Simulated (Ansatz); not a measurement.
Two members of one family (X3Si-Y-SiH3), computed with Ansatz in the gas phase. The two geometries come from different levels. Binding counts from free atoms in the multiplicity of their measured ground term, without zero-point energy. A dash marks a value that wasn't run or was left out as unsound. The structures are stationary points that may keep the symmetry of their start. Remarks come from the PBE and PBE0 runs and from stability tests at other levels; not every state was tested. HOMO above LUMO (over both spins in singlets and doublets, within one spin in higher multiplets; at PBE or PBE0), or a gap under 0.15 eV within one spin, warns that the state may not be the lowest or that an electron is smeared out.

First: (OH)3Si-NH-SiH3 (singlet, charge 0, PBE0-D4/def2-SVP geometry).

```xyz
13

Si   -1.000   -0.307   -0.035
O    -0.252   -1.426   -1.004
O    -1.627   -1.180    1.219
O    -2.272    0.502   -0.701
N     0.186    0.878    0.341
Si    1.909    0.713    0.152
H     0.145   -1.097   -1.816
H    -1.120   -1.950    1.490
H    -3.122    0.058   -0.611
H    -0.152    1.775    0.674
H     2.308    0.514   -1.279
H     2.543    1.969    0.649
H     2.453   -0.450    0.920
```

```json
{"level": "PBE-D4/def2-SVP", "HOMO (eV)": "-6.04", "LUMO (eV)": "-0.26", "gap (eV)": "5.78", "vertical IE (eV)": "–", "vertical triplet (eV)": "–", "binding per atom (eV)": "3.89"}
{"level": "PBE-D4/def2-TZVP", "HOMO (eV)": "-6.31", "LUMO (eV)": "-0.80", "gap (eV)": "5.52", "vertical IE (eV)": "9.38", "vertical triplet (eV)": "5.62", "binding per atom (eV)": "3.93"}
{"level": "r2SCAN-D4/def2-TZVP", "HOMO (eV)": "-6.63", "LUMO (eV)": "-0.28", "gap (eV)": "6.36", "vertical IE (eV)": "–", "vertical triplet (eV)": "5.91", "binding per atom (eV)": "3.90"}
{"level": "PBE0-D4/def2-SVP", "HOMO (eV)": "-7.54", "LUMO (eV)": "0.62", "gap (eV)": "8.16", "vertical IE (eV)": "–", "vertical triplet (eV)": "–", "binding per atom (eV)": "3.80"}
{"level": "PBE0-D4/def2-TZVP", "HOMO (eV)": "-7.73", "LUMO (eV)": "0.06", "gap (eV)": "7.79", "vertical IE (eV)": "9.75", "vertical triplet (eV)": "6.09", "binding per atom (eV)": "3.85"}
```

Remarks: gap within one spin near zero at PBE or PBE0 (+1 doublet).

Second: (NMe2)3Si-S-SiH3 (singlet, charge 0, r2SCAN-D4/def2-SVP geometry).

```xyz
33

Si   -0.138   -0.249   -0.342
N    -1.384   -0.638    0.796
C    -2.759   -0.193    0.755
C    -1.024   -1.307    2.030
N     1.000   -1.535   -0.520
C     0.688   -2.721   -1.288
C     2.277   -1.595    0.156
N     0.723    1.184    0.128
C     1.922    1.617   -0.561
C     0.367    2.001    1.268
S    -1.096    0.046   -2.281
Si   -1.341    2.173   -2.126
H    -2.971    0.611    1.492
H    -3.011    0.184   -0.247
H    -3.447   -1.031    0.979
H     0.003   -1.701    1.969
H    -1.080   -0.635    2.912
H    -1.698   -2.163    2.227
H     0.646   -3.627   -0.649
H     1.447   -2.906   -2.075
H    -0.288   -2.619   -1.788
H     3.123   -1.655   -0.560
H     2.425   -0.704    0.783
H     2.346   -2.485    0.815
H     2.091    1.004   -1.460
H     2.823    1.533    0.081
H     1.845    2.674   -0.881
H     0.204    3.058    0.975
H     1.161    1.995    2.044
H    -0.560    1.631    1.729
H    -0.063    2.924   -2.287
H    -1.978    2.571   -0.833
H    -2.255    2.558   -3.242
```

Task: Estimate how these quantities change from the first to the second (second minus first).

Result: 
```json
{"level": "PBE-D4/def2-SVP", "Δ HOMO (eV)": "1.25", "Δ LUMO (eV)": "0.12", "Δ gap (eV)": "-1.13", "Δ vertical IE (eV)": "–", "Δ vertical triplet (eV)": "–", "Δ binding per atom (eV)": "0.07"}
{"level": "PBE-D4/def2-TZVP", "Δ HOMO (eV)": "1.39", "Δ LUMO (eV)": "0.29", "Δ gap (eV)": "-1.10", "Δ vertical IE (eV)": "-2.17", "Δ vertical triplet (eV)": "-0.79", "Δ binding per atom (eV)": "0.01"}
{"level": "r2SCAN-D4/def2-TZVP", "Δ HOMO (eV)": "1.49", "Δ LUMO (eV)": "0.16", "Δ gap (eV)": "-1.33", "Δ vertical IE (eV)": "–", "Δ vertical triplet (eV)": "-0.70", "Δ binding per atom (eV)": "-0.03"}
{"level": "PBE0-D4/def2-SVP", "Δ HOMO (eV)": "1.43", "Δ LUMO (eV)": "0.13", "Δ gap (eV)": "-1.30", "Δ vertical IE (eV)": "–", "Δ vertical triplet (eV)": "–", "Δ binding per atom (eV)": "0.11"}
{"level": "PBE0-D4/def2-TZVP", "Δ HOMO (eV)": "1.53", "Δ LUMO (eV)": "0.30", "Δ gap (eV)": "-1.23", "Δ vertical IE (eV)": "-2.06", "Δ vertical triplet (eV)": "-0.57", "Δ binding per atom (eV)": "0.03"}
```

Remarks: gap within one spin near zero at PBE or PBE0 (+1 doublet), gap within one spin near zero at PBE or PBE0 (triplet).
